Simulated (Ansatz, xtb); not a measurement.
## Relative energy of two structures of CH3F3OSn

Structure a is a singlet given by its coordinates and structure b is `O[CH2][Sn]([F])([F])[F]`, a singlet. Both are isolated molecules in the gas phase, relaxed with PBE0-D3(BJ)/def2-SVP; the shapes shown needn't be the lowest conformers.

a (Å):

```csv
atom,x (Å),y (Å),z (Å)
C,-1.1576,0.1730,0.9133
F,0.5857,2.6015,1.4936
F,-2.1141,-0.7056,1.3076
F,-0.1602,-0.5782,0.3028
O,1.6774,0.3332,1.9790
Sn,-0.3230,1.2984,2.7310
H,1.8306,1.1803,1.5074
H,1.3669,-0.2699,1.2770
H,-1.5815,0.8120,0.1166
```

Close contacts (Å): C1–F3 1.36, C1–F4 1.39, C1–Sn6 2.29, F2–Sn6 2.01, O5–Sn6 2.34, C1–H9 1.11, O5–H7 0.98, O5–H8 0.98.

b (Å):

```xyz
9

C     1.1334    1.3800   -1.3428
F    -1.5650    3.2844    0.0683
F    -0.4515    0.6156    1.1337
F    -2.4055    0.6927   -1.2419
O     1.6159    0.1698   -0.9073
Sn   -0.8713    1.5813   -0.5000
H     1.5466    0.1224    0.0572
H     1.6885    2.2683   -0.9904
H     1.0790    1.3921   -2.4392
```

Estimate which is lower in electronic energy at CCSD(T)/def2-SVP + ΔMP2/def2-TZVPP, and by roughly how much.

The CCSD(T)/def2-SVP + ΔMP2/def2-TZVPP calculation puts structure b lower, by 20.2 kcal/mol.

The same difference at several levels:

```tsv
level	geometry	E(b) − E(a) (kcal/mol)	departure from the last row (kcal/mol)	job, with rough time for the two
PBE0-D3(BJ)/def2-SVP	PBE0-D3(BJ)/def2-SVP	−11.8	+8.4	optimisation, 63 s
HF/def2-SVP	PBE0-D3(BJ)/def2-SVP	−16.8	+3.4	part of the CCSD(T) run
MP2/def2-SVP	PBE0-D3(BJ)/def2-SVP	−24.7	−4.5	part of the CCSD(T) run
CCSD(T)/def2-SVP	PBE0-D3(BJ)/def2-SVP	−19.0	+1.2	single point
CCSD(T)/def2-SVP + ΔMP2/def2-TZVPP	PBE0-D3(BJ)/def2-SVP	−20.2		single point, 62 s
```

The levels shown agree on the order. The largest departure from CCSD(T)/def2-SVP + ΔMP2/def2-TZVPP is that of PBE0-D3(BJ)/def2-SVP, 8.4 kcal/mol. Levels run at GFN2-xTB geometries aren't shown. The last row adds to CCSD(T) the change of the MP2 difference between the two basis sets, here −1.2 kcal/mol.

With harmonic frequencies from PBE0-D3(BJ)/def2-SVP (ideal gas, rigid rotor, one conformer each, 298.15 K, 1 atm): on the last row, ΔE + ΔZPE = −20.9 kcal/mol. A mode under 50 cm⁻¹ makes harmonic enthalpies and free energies unreliable, so none is given.

The correlated steps freeze 9 core orbitals; the filled d shell of Sn is correlated, in a basis made for valence electrons. Atoms past krypton carry core potentials in the def2 sets and no spin–orbit term is included. Codes used: Ansatz 0.2.0; the last row on 2 threads of Arm Neoverse V2 on a shared host.
